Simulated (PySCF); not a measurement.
This script is equivalent to a calculation on Mg²⁺ (magnesium, charge +2).

```python
from pyscf import gto, scf, dft, mp, cc
import basis_set_exchange as bse
mol = gto.M(atom="Mg 0 0 0", charge=2, spin=0, symmetry="D2h",
            basis=gto.basis.parse(bse.get_basis("aug-cc-pCVTZ-DK", elements=["Mg"], fmt="nwchem", augment_diffuse=1)),
            nucmod="G")
mf = scf.UHF(mol).sfx2c1e()
mf.irrep_nelec = {'Ag': (2, 2), 'B1u': (1, 1), 'B2u': (1, 1), 'B3u': (1, 1)}
mf.kernel()
```

Q: What total energy does it give?

A: -199.13461 hartree (calculated).

Q: Which occupied shell lies highest, and where?

A: 2p, at -81.797 eV.
